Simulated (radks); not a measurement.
Values are calculated unless marked as measured or tabulated.
Isoelectronic series with 1 electrons, all held in the configuration 1s1, which need not be the ground one along the series. Level of theory: Dirac Kohn-Sham, PBEsol, spin-unpolarised, spherical densities, finite nucleus; Fermi nuclear charge, rms radius of each element as measured or else 0.836 A^(1/3) + 0.57 fm (a radial shooting solver on a logarithmic mesh with Libxc functionals). Total energies (hartree) and mean radii <r> (bohr):

ion    E (hartree)    1s1/2
H         -0.44990    1.652
Li2+      -4.30987   0.5169
B4+      -12.17002   0.3060
N6+      -24.03781   0.2172
F8+      -39.92121   0.1683
Al12+    -83.77880   0.1159
P14+    -111.78150   0.1003
Cl16+   -143.85700  0.08831
K18+    -180.02640  0.07886
Sc20+   -220.31366  0.07121
V22+    -264.74571  0.06489
Mn24+   -313.35243  0.05957
Co26+   -366.16694  0.05504
Cu28+   -423.22550  0.05113
Ga30+   -484.56777  0.04771
As32+   -550.23700  0.04470
Br34+   -620.28019  0.04204
Rb36+   -694.74814  0.03965
Nb40+   -857.18119  0.03556
Tc42+   -945.26865  0.03379
